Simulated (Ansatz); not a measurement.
BeBrF (SMILES [F][Be][Br]) moved off its minimum; all values from Ansatz (an electronic-structure program), cores frozen in correlated methods.
(charge 0, multiplicity 1)
```xyz
3

Be    -0.0014    -0.0052    -1.0958
F      0.0354    -0.1128    -2.5571
Br    -0.0374    -0.0889     0.8074
```

```json
[
 {"level": "HF/def2-TZVPP", "largest force (eV/Å)": "4.18", "on atom": "Be1", "rms difference from CCSD(T)/aug-cc-pVTZ (eV/Å)": "0.306", "dipole (D)": "1.06"},
 {"level": "PBE/def2-TZVPP", "largest force (eV/Å)": "3.14", "on atom": "Be1", "rms difference from CCSD(T)/aug-cc-pVTZ (eV/Å)": "0.154", "dipole (D)": "0.99"},
 {"level": "r2SCAN/def2-TZVPP", "largest force (eV/Å)": "3.35", "on atom": "Be1", "rms difference from CCSD(T)/aug-cc-pVTZ (eV/Å)": "0.069", "dipole (D)": "0.96"},
 {"level": "B3LYP/def2-TZVPP", "largest force (eV/Å)": "3.39", "on atom": "Be1", "rms difference from CCSD(T)/aug-cc-pVTZ (eV/Å)": "0.051", "dipole (D)": "1.02"},
 {"level": "wB97M-V/def2-TZVPP", "largest force (eV/Å)": "3.32", "on atom": "Be1", "rms difference from CCSD(T)/aug-cc-pVTZ (eV/Å)": "0.073", "dipole (D)": "0.94"},
 {"level": "MP2/aug-cc-pVTZ", "largest force (eV/Å)": "3.38", "on atom": "Be1", "rms difference from CCSD(T)/aug-cc-pVTZ (eV/Å)": "0.050", "dipole (D)": "0.97"},
 {"level": "CCSD(T)/aug-cc-pVTZ", "largest force (eV/Å)": "3.49", "on atom": "Be1", "rms difference from CCSD(T)/aug-cc-pVTZ (eV/Å)": "0.000", "dipole (D)": "1.02"}
]
```

The differences count from one level among others, with limits of its own. Forces at CCSD(T)/aug-cc-pVTZ (eV/Å):

```csv
atom,Fx,Fy,Fz
Be1,0.091,-0.322,-3.473
F2,-0.066,0.285,2.396
Br3,-0.025,0.036,1.077
```
